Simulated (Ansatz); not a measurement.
Reactions of AlClH$_{4}$OSi (`O[SiH2][AlH][Cl]`).

Program: Ansatz. Geometries: PBE0-D4/def2-TZVP. ΔE: electronic, gas phase. CCSD(T)/CBS is the MP2 limit (def2-TZVPP, def2-QZVPP) plus CCSD(T) − MP2 in def2-TZVPP, frozen cores. This one scheme is used for every species. Functionals use def2-TZVPP. One conformer a species, not always the lowest.

```json
{"reaction": "`O[SiH2][AlH][Cl]` + H₂ → `[SiH3][AlH][Cl]` + H₂O", "B2PLYP (kcal/mol)": "12.6", "CCSD/CBS(def2) (kcal/mol)": "11.5", "CCSD(T)/CBS(def2) (kcal/mol)": "12.1"}
{"reaction": "`O[SiH2][AlH][Cl]` + `N[SiH2][AlH2]` → `O[SiH2]N[SiH2][AlH2]` + `[AlH2][Cl]`", "B2PLYP (kcal/mol)": "-20.2", "CCSD/CBS(def2) (kcal/mol)": "-20.4", "CCSD(T)/CBS(def2) (kcal/mol)": "-20.2"}
{"reaction": "`O[SiH2][AlH][Cl]` + H₂ → `O[SiH2][AlH2]` + HCl", "B2PLYP (kcal/mol)": "36.4", "CCSD/CBS(def2) (kcal/mol)": "36.1", "CCSD(T)/CBS(def2) (kcal/mol)": "37.1"}
{"reaction": "`O[SiH2][AlH][Cl]` + SiH₄ → `O[SiH2][AlH][SiH3]` + HCl", "B2PLYP (kcal/mol)": "41.4", "CCSD/CBS(def2) (kcal/mol)": "40.5", "CCSD(T)/CBS(def2) (kcal/mol)": "40.1"}
{"reaction": "`O[SiH2][AlH][Cl]` + PH₃ → `P[SiH2][AlH][Cl]` + H₂O", "B2PLYP (kcal/mol)": "13.3", "CCSD/CBS(def2) (kcal/mol)": "11.7", "CCSD(T)/CBS(def2) (kcal/mol)": "10.7"}
```

Largest T1 diagnostic: 0.013, for `O[SiH2][AlH][SiH3]`.
